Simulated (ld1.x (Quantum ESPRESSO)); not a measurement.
## Varying the TM semilocal potential for Ne (Z = 10)

Base potential:

```json
{
  "Element": "neon",
  "Generator": "ld1.x (Quantum ESPRESSO) 7.5",
  "Type": "norm-conserving Troullier–Martins (semilocal form)",
  "Functional": "PBE",
  "Relativity": "scalar-relativistic",
  "Frozen core": "[He]",
  "Valence charge": "8",
  "Reference configuration": "2s2 2p6",
  "Partial waves": "2p (bound): rc 1.65 bohr; 2s (bound): rc 0.65 bohr",
  "Local potential": "the s channel",
  "Core correction": "Bessel-smoothed model core inside 0.60 bohr"
}
```

Cutoffs, loose and tight: the cutoffs (Ry, on a coarse ladder) from which the occupation-weighted sum of valence levels, in a spherical-Bessel basis at the reference potential, stays within 10 and 1 mRy of its value at 400 Ry. They do not see the model core or the augmentation charge, which bear on the density cutoff. Test errors are all-electron minus pseudo excitation energies from the reference, over the configurations 2s2 2p5; 2s2 2p4; 2s2 2p3; 2s2 2p5.5; 2s1 2p6; 2s2 2p2. A dash means not determined; rows that change the core or the reference have their own tests.

Cutoffs are not given where the Bessel-basis levels miss the radial ones by over 6 mRy, ghosts where they miss by over 20 mRy; a channel whose overlap is not positive is not tested.

In the semilocal form every listed channel keeps its own potential, so the choice of the local channel does not act on these tests. It acts once the file is put into the separable form.

A semilocal file is local in each channel, so a ghost entry of none says nothing of the separable form that plane-wave codes build from it.

| change | outcome | cutoff, loose | cutoff, tight | bound ghosts | largest test error (meV) |
| --- | --- | --- | --- | --- | --- |
| base | generated | 200 Ry | 300 Ry | none | +4898 |
| type ultrasoft, which also changes the form from semilocal to separable; waves now 2s (bound): rcut 0.55, rcutus 0.65 bohr; 2s channel at -2.25 Ry: rcut 0.55, rcutus 0.65 bohr; 2p (bound): rcut 1.45, rcutus 1.65 bohr; 2p channel at 0.05 Ry: rcut 1.45, rcutus 1.65 bohr; local potential all-electron potential smoothed inside 0.75 bohr (lloc = -2); augmentation built from norm-conserving waves at rcut, not smoothed further | generated | – | – | not determined | -3301 |
| core correction Bessel-smoothed model core inside 0.42 bohr | generated | 200 Ry | 300 Ry | none | +4930 |
| reference 2s2 2p4 | generated | 230 Ry | 300 Ry | none | +2274 |
| functional revPBE | generated | 200 Ry | 300 Ry | none | +4812 |
| local potential the p channel | generated | 200 Ry | 300 Ry | none | +4898 |
| wave 2s (bound): rc 0.65 bohr becomes 2s (bound): rc 0.74 bohr | generated | 180 Ry | 260 Ry | none | +4922 |
| non-relativistic | generated | 200 Ry | 300 Ry | none | +4901 |
| wave 2p (bound): rc 1.65 bohr becomes 2p (bound): rc 2.42 bohr | generated | 200 Ry | 300 Ry | none | +16833 |
| wave 2s (bound): rc 0.65 bohr becomes 2s (bound): rc 0.78 bohr | generated | 160 Ry | 260 Ry | none | +4940 |
| type PAW, which also changes the form from semilocal to separable; waves now 2s (bound): rcut 0.55, rcutus 0.65 bohr; 2s channel at 2.7 Ry: rcut 0.55, rcutus 0.65 bohr; 2p (bound): rcut 1.45, rcutus 1.65 bohr; 2p channel at -0.65 Ry: rcut 1.45, rcutus 1.65 bohr; local potential all-electron potential smoothed inside 0.75 bohr (lloc = -2); augmentation BESSEL, radius 0.45 bohr | generated | 70 Ry | 120 Ry | none | +631 |

Task: What comes out with this change to the base: all radii but the core radius scaled by about 0.96 (s 0.62, p 1.58 bohr)?

Result: outcome: generated; cutoff, loose: 200 Ry; cutoff, tight: over 300 Ry; bound ghosts: none; largest test error (meV): +4013.
